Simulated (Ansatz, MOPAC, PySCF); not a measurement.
Molecule: GeF, net charge 1, singlet state. SMILES of the parent species: [F][Ge]
Geometry from a B3LYP-D3(BJ)/def2-TZVP (Ansatz, an electronic-structure program) optimisation:
```
F
Ge 1 1.6872
```
Charge +1, spin multiplicity 1.

Unscaled harmonic wavenumbers (cm⁻¹) in rising order, each level at the stationary point that it reaches from this structure (no distance between atoms moves by over 0.3 Å); the order of modes can differ between levels, and a negative number is imaginary. B3LYP-D3(BJ)/def2-TZVP (PySCF, at the structure above): 794.

AM1 (MOPAC): 913. Zero-point energy 1.3 against 1.1 kcal/mol; where all levels lie over 400 cm⁻¹, the wavenumbers are on average 1.149 times those of B3LYP-D3(BJ)/def2-TZVP.

PM7 (MOPAC): 561. Zero-point energy 0.8 against 1.1 kcal/mol; where all levels lie over 400 cm⁻¹, the wavenumbers are on average 0.706 times those of B3LYP-D3(BJ)/def2-TZVP.

HF/3-21G (Ansatz): 928. Zero-point energy 1.3 against 1.1 kcal/mol; where all levels lie over 400 cm⁻¹, the wavenumbers are on average 1.169 times those of B3LYP-D3(BJ)/def2-TZVP.
